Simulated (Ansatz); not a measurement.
`[OH][SnH]([F])[Br]` → `[F][Sn][Br]` + H₂O at 700 K and 1 bar (stannylene formation by 1,1-elimination).

Computed with Ansatz on PBE0-D4/def2-TZVP structures; ΔE is electronic, products minus reactants. CBS: MP2 limit from def2 TZ/QZ plus the TZ coupled-cluster correction, frozen cores. This one scheme is used for every species. Elements past krypton have def2 core potentials. For Br, Sn outer-core shells are correlated without core-valence functions, which leaves a few kJ/mol of doubt a bond. Scalar relativity is left out up to krypton. One conformer a species, not always the lowest.

```
             species  CCSD(T)/CBS energy (Eh)  H − E (kJ/mol)  S (J/(mol·K))
`[OH][SnH]([F])[Br]`              -2963.61162           121.9          443.9
       `[F][Sn][Br]`              -2887.23951            41.6          358.8
                 H₂O                -76.37941            80.5          218.4
```

H − E and S are ideal-gas, rigid-rotor, harmonic terms from PBE0-D4/def2-TZVP, for one conformer and one mirror image of each species. 1 Eh = 2625.50 kJ/mol, R = 8.31446 J/(mol·K).

**Question.** By hand: ΔE, ΔH, ΔS and ΔG.

**Answer.** ΔE = (-2887.23951) + (-76.37941) − (-2963.61162) = -0.00730 Eh = -19.2 kJ/mol. Δ(H − E) = 41.6 + 80.5 − 121.9 = 0.2, so ΔH = -19.0 kJ/mol. ΔS = 358.8 + 218.4 − 443.9 = 133.3 J/(mol·K). ΔG = -19.0 − 700 × (133.3)/1000 = -112.3 kJ/mol.

**Question.** By hand: the equilibrium constant, and the temperature at which ΔG would vanish if ΔH and ΔS stayed fixed.

**Answer.** log₁₀ K = −ΔG/(RT ln 10) = 8.4. ΔH and −TΔS have one sign here, so there is no such temperature.

The number of gas molecules changes by +1, which sets the sign of ΔS. A doubt of 5 kJ/mol in ΔE shifts log₁₀ K by 0.4 here. Other conformers and mirror images would add mixing entropy, several J/(mol·K) or more a flexible species. These are equilibria of isolated gas molecules and say nothing of rates. Largest T1 diagnostic: 0.014 (customary marks: 0.02 for closed shells, 0.045 for open ones).
